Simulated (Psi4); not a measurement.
Torsional profile of C4H8OSSi2, SMILES O[SiH2][SiH2]c1cccs1. Scanned: dihedral H9–O1–Si2–Si3; all other coordinates were relaxed at GFN2-xTB. Points at φ and −φ are mirror images.

Geometry of the scan point at 180° (Å):
```
16

O     -3.7884     0.1331    -0.1104
Si    -2.3678    -0.5031     0.3712
Si    -0.9136     0.9543    -0.6471
C      0.8392     0.4206    -0.2431
C      1.2769    -0.6224     0.5200
C      2.6821    -0.7208     0.6049
C      3.3089     0.2558    -0.0997
S      2.1899     1.3049    -0.8738
H     -4.6278    -0.2414     0.1429
H     -2.3469    -0.5553     1.8418
H     -2.3127    -1.9120    -0.0503
H     -1.0340     2.3568    -0.2103
H     -1.0078     0.9990    -2.1171
H      0.6021    -1.3039     1.0094
H      3.1994    -1.4812     1.1631
H      4.3609     0.4272    -0.2147
```

Method: PBE-D3(BJ)/def2-SVP // GFN2-xTB run with Psi4.

Scanned values (°): -160, -140, -120, -100, -80, -60, -40, -20, 0, 20, 40, 60, 80, 100, 120, 140, 160, 180.

**Question.** Locate the minima and the barriers on this grid.

**Answer.** Lower than their neighbours: -60° (0.00 kcal/mol), 60° (0.00 kcal/mol), 180° (0.20 kcal/mol). Higher than their neighbours: -120° (0.50 kcal/mol), 0° (0.48 kcal/mol), 120° (0.50 kcal/mol). The whole profile spans 0.50 kcal/mol.
